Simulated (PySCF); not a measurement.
First SCF of a structure search on doublet NbO₂, at a hand-made linear geometry. PySCF input:

```python
from pyscf import gto, scf, dft
mol = gto.M(atom='''
Nb     0.000000     0.000000     0.000000
O      0.000000     0.000000     1.820000
O      0.000000     0.000000    -1.820000''',
    basis={'Nb': 'def2-TZVP', 'O': 'def2-TZVP'},
    ecp={'Nb': 'def2-TZVP'},
    charge=0, spin=1)
mf = dft.UKS(mol, xc='PBE0')
mf.grids.atom_grid = (50, 194)
aux = {'Nb': 'def2-universal-JKFIT', 'O': 'def2-universal-JKFIT'}
mf = mf.density_fit(auxbasis=aux)
mf.conv_tol = 1e-08
mf.diis_space = 10
mf.max_cycle = 60
mf.init_guess = 'minao'
mf.verbose = 4
mf.kernel()
```

Excerpt of the output (cycles alone):

```
init E= -200.955472940014
cycle= 1 E= -206.859431434374  delta_E= -5.9  |g|= 0.918  |ddm|= 3.25
cycle= 2 E= -206.58042035074  delta_E= 0.279  |g|= 1.04  |ddm|= 2.14
cycle= 3 E= -207.07337659647  delta_E= -0.493  |g|= 0.701  |ddm|= 1.82
cycle= 4 E= -207.26632735222  delta_E= -0.193  |g|= 0.0892  |ddm|= 0.291
cycle= 5 E= -207.271124468552  delta_E= -0.0048  |g|= 0.0116  |ddm|= 0.0825
cycle= 6 E= -207.271217526875  delta_E= -9.31e-05  |g|= 0.0025  |ddm|= 0.0102
cycle= 7 E= -207.27123145854  delta_E= -1.39e-05  |g|= 0.00136  |ddm|= 0.00415
cycle= 8 E= -207.271238812147  delta_E= -7.35e-06  |g|= 0.000537  |ddm|= 0.00394
cycle= 9 E= -207.27124011032  delta_E= -1.3e-06  |g|= 0.000108  |ddm|= 0.0024
cycle= 10 E= -207.271240118129  delta_E= -7.81e-09  |g|= 1.66e-05  |ddm|= 0.000138
Extra cycle  E= -207.271240117558  delta_E= 5.7e-10  |g|= 4.35e-05  |ddm|= 3.04e-05
converged SCF energy = -207.271240117558  <S^2> = 0.75980953  2S+1 = 2.0097856
```

No lower solution of this spin was found from smeared starts or by a stability analysis within the unrestricted form.

Open d and f shells are described by one determinant, and the ground state may have another occupation or spin.

The search for the lowest solution, 3 starts and the stability check together, took 20 s on 2 threads of a shared Arm Neoverse V2 host, with 102 basis functions; the process peaked at 0.4 GiB. Launch command: `OMP_NUM_THREADS=2 python axn.py task.json out`.
